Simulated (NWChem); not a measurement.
Program: NWChem. System: digermane (H6Ge2), charge 0, spin multiplicity 1, at a geometry optimised with PBE0/def2-SVP. Level: MP2/def2-TZVP, 18 core orbitals frozen.

Job file:

```
start mol
memory heap 200 mb stack 900 mb global 1100 mb
geometry units angstroms nocenter noautoz
  Ge     1.210341     0.051134     0.000000
  Ge    -1.210341    -0.051134     0.000000
  H      1.715200     0.795140     1.250636
  H      1.715200     0.795140    -1.250636
  H      1.806615    -1.369059     0.000000
  H     -1.715200    -0.795140     1.250636
  H     -1.715200    -0.795140    -1.250636
  H     -1.806615     1.369059     0.000000
  symmetry group C2h
end
basis spherical
  * library def2-tzvp
end
scf
  rhf
  nopen 0
  maxiter 100
  thresh 1e-7
  semidirect memsize 60000000 filesize 0
end
mp2
  freeze core 18
end
task mp2 energy
```

Part of the output:

```
             Northwest Computational Chemistry Package (NWChem) 7.3.0
             --------------------------------------------------------

                                NWChem Input Module
                                -------------------

 Scaling coordinates for geometry "geometry" by  1.889725989
 (inverse scale =  0.529177249)

 Turning off AUTOSYM since
 SYMMETRY directive was detected!

                             Geometry "geometry" -> ""
                             -------------------------

 Output coordinates in angstroms (scale by  1.889725989 to convert to a.u.)

  No.       Tag          Charge          X              Y              Z
 ---- ---------------- ---------- -------------- -------------- --------------
    1 Ge                  32.0000     1.21034100     0.05113400     0.00000000
    2 Ge                  32.0000    -1.21034100    -0.05113400     0.00000000
    3 H                    1.0000     1.71520000     0.79514000     1.25063600
    4 H                    1.0000     1.71520000     0.79514000    -1.25063600
    5 H                    1.0000     1.80661500    -1.36905900     0.00000000
    6 H                    1.0000    -1.71520000    -0.79514000     1.25063600
    7 H                    1.0000    -1.71520000    -0.79514000    -1.25063600
    8 H                    1.0000    -1.80661500     1.36905900     0.00000000

 Effective nuclear repulsion energy (a.u.)     322.9365348145

            Nuclear Dipole moment (a.u.)
            ----------------------------
        X                 Y               Z
 ---------------- ---------------- ----------------
    -0.0000000000     0.0000000000     0.0000000000

      Symmetry information
      --------------------

 Group name             C2h
 Group number             21
 Group order               4
 No. of unique centers     3

      Symmetry unique atoms

     1    3    5


 Summary of "ao basis" -> "" (spherical)
 ------------------------------------------------------------------------------
       Tag                 Description            Shells   Functions and Types
 ---------------- ------------------------------  ------  ---------------------
[...]
     1   1 0 0      0.000000      0.000000     -0.000000
     1   0 1 0      0.000000      0.000000      0.000000
     1   0 0 1      0.000000      0.000000      0.000000

     2   2 0 0    -31.101588      0.000000    400.139832
     2   1 1 0     -0.033165      0.000000     15.960888
     2   1 0 1      0.000000      0.000000      0.000000
     2   0 2 0    -30.316327      0.000000     23.015422
     2   0 1 1     -0.000000      0.000000      0.000000
     2   0 0 2    -30.314911      0.000000     22.341870

                   NWChem MP2 Semi-direct Energy/Gradient Module
                   ---------------------------------------------

  Basis functions       =    132
  Molecular orbitals    =    132
  Frozen core           =     18
  Frozen virtuals       =      0
  Active alpha occupied =     17
  Active beta occupied  =     17
  Active alpha virtual  =     97
  Active beta virtual   =     97
  Use MO symmetry       = T
  Use skeleton AO sym   = T

  AO/Fock/Back tols     =   1.0D-09  1.0D-09  1.0D-09

 GA uses MA = F    GA memory limited = T

 Available:
  local mem=  1.26D+08
 global mem=  1.44D+08
 local disk=  0.00D+00
  mp2_memr nvloc                    97
  nvloc new                    97
   1 passes of  17:        4194304                     117961                  46805716.
   1 passes of  17: M    126113655           G      144144352           F     121919351.

 Semi-direct pass number   1 of   1  for RHF alpha+beta  at        2.2s
  vrange nnbf                  8343
  mp2_eaftype                   178  avail_ma_in_mb                  1099
 EAF : mp2_eaftype filesize         178   23402858.
  mp2_eaf for mointskh                    178
Node 0 wrote    110.1 Mb in      0.0 s     Agg I/O rate:  6538.4 Mb/s
 Done moints_semi at        8.2s
  mp2_eaftype                   178  avail_ma_in_mb                   921
 EAF : mp2_eaftype filesize         178   23402858.
  mp2_eaf for kh                   178
 Done maket at        8.5s
 Done multipass loop at        8.5s

          -------------------------------------------
          SCF energy               -4154.218367483140
          Correlation energy          -0.517088241038
          Singlet pairs               -0.308536216721
          Triplet pairs               -0.208552024317
          Total MP2 energy         -4154.735455724178
          -------------------------------------------

          ---------------------------------------------------
                    Spin Component Scaled (SCS) MP2
          Same spin pairs                     -0.139034682878
          Same spin scaling factor             0.333333333333
          Opposite spin pairs                 -0.378053558160
          Opposite spin scaling fact.          1.200000000000
          SCS-MP2 correlation energy          -0.500009164085
          Total SCS-MP2 energy             -4154.718376647225
          ---------------------------------------------------

 -----------------------
 Performance information
 -----------------------

 Timer overhead =  1.28D-07 seconds/call

               Nr. of calls         CPU time (s)                 Wall time (s)                GFlops
             ---------------    -------------------     ------------------------------   -------------------
Name         Min   Avg   Max    Min     Avg     Max     Min     Avg     Max   Mx/calls   Min     Max     Sum
mp2: moin     1     1     1    6.0     6.0     6.0      6.0     6.0     6.0     6.0      0.0     0.0     0.0
mp2: make     1     1     1   0.22    0.22    0.22     0.22    0.22    0.22    0.22      0.0     0.0     0.0
mp2: tota     1     1     1    6.3     6.3     6.3      6.3     6.3     6.3     6.3      0.0     0.0     0.0

 The average no. of pstat calls per process was 3.00D+00
 with a timing overhead of 3.85D-07s

 Task  times  cpu:        8.5s     wall:        8.5s

 Total times  cpu:        8.5s     wall:        8.5s
```
